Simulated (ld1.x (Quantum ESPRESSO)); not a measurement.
What one change does to a pseudopotential (bismuth (Bi), ultrasoft)

```json
{"Element": "bismuth (Bi)", "Generator": "ld1.x (Quantum ESPRESSO) 7.5", "Type": "ultrasoft", "Functional": "LDA (PZ)", "Relativity": "scalar-relativistic", "Frozen core": "[Xe] 4f14", "Valence charge": "15", "Reference configuration": "5d10 6s2 6p3", "Partial waves": "6s (bound): rcut 1.75, rcutus 1.90 bohr; 6s channel at -0.65 Ry: rcut 1.75, rcutus 1.90 bohr; 6p (bound): rcut 2.10, rcutus 2.55 bohr; 6p channel at 1.3 Ry: rcut 2.10, rcutus 2.55 bohr; 5d (bound): rcut 1.75, rcutus 1.95 bohr; 5d channel at -1.7 Ry: rcut 1.75, rcutus 1.95 bohr", "Local potential": "all-electron potential smoothed inside 1.90 bohr (lloc = -1)", "Core correction": "a·sin(br)/r model core inside 1.25 bohr", "Augmentation charge": "built from norm-conserving waves at rcut, not smoothed further"}
```

All-electron outer shells of the reference configuration (LDA (PZ), scalar-relativistic, ld1.x):

```
shell  level (eV)  outermost node (bohr)  outermost maximum (bohr)
   4f     -152.95                      –                      0.34
   5p      -95.96                   0.48                      0.86
   5d      -27.18                   0.51                      1.03
   6s      -14.76                   0.98                      1.86
   6p       -4.77                   1.14                      2.44
```

Change: functional PBE.

Cutoffs: the cutoffs (Ry, on a coarse ladder) from which the occupation-weighted sum of valence levels, in a spherical-Bessel basis at the reference potential, stays within 10 and 1 mRy of its value at 400 Ry; they do not see the model core or the augmentation charge, which bear on the density cutoff. Errors are all-electron minus pseudo energies relative to the spin-unpolarised reference configuration.

Task: Predict the effect on cutoff, ghosts and configuration errors.

Result: The potential gets neither clearly harder nor softer (35 Ry and 50 Ry → 35 Ry and 55 Ry); a bound ghost appears in s, which as a rule spoils a file; the number of tests with a reliable result goes from 9 to 7; of the 7 tests that both files solve, the error grows in 3 and shrinks in 0 by more than 15 % and 0.3 meV (median size 5.0 → 7.0 meV).

```csv
quantity,base,changed
"cutoff, loose",35 Ry,35 Ry
"cutoff, tight",50 Ry,55 Ry
bound ghosts,none,s
"error for 5d10 6s2 6p2, meV [ΔE 8.15 → 7.91 eV]",-4.1,-4.2
"error for 5d10 6s2 6p1, meV [ΔE 23.72 → 23.16 eV]",-14,-16
"error for 5d10 6s2 6p0, meV [ΔE 47.43 → 46.50 eV]",-33,-40
"error for 5d10 6s2 6p3.3, meV [ΔE -1.15 → -1.09 eV]",+0.5,+0.5
"error for 5d10 6s2 6p2.5, meV [ΔE 3.21 → 3.10 eV]",-1.6,-1.6
"error for 5d10 6s1 6p0, meV [ΔE 93.35 → 91.91 eV]",-58,-76
"error for 5d10 6s1 6p4, meV [ΔE 10.18 → 10.08 eV]",-5.0,-7.0
s: phases at 2.75 bohr within 0.05 rad from the reference energy up to (Ry; the scan ends near 5),2.9,3.0
p: phases at 2.75 bohr within 0.05 rad from the reference energy up to (Ry; the scan ends near 5),4.2,4.2
d: phases at 2.75 bohr within 0.05 rad from the reference energy up to (Ry; the scan ends near 5),to the end of the scan,to the end of the scan
lowest overlap eigenvalue by channel,"s 0.21, p 0.40, d 1.00","s 0.20, p 0.40, d 1.00"
```

 A true bound ghost makes a file unfit for plane-wave use even where its test errors are small: the radial tests pick states by their node count and pass the ghost by.
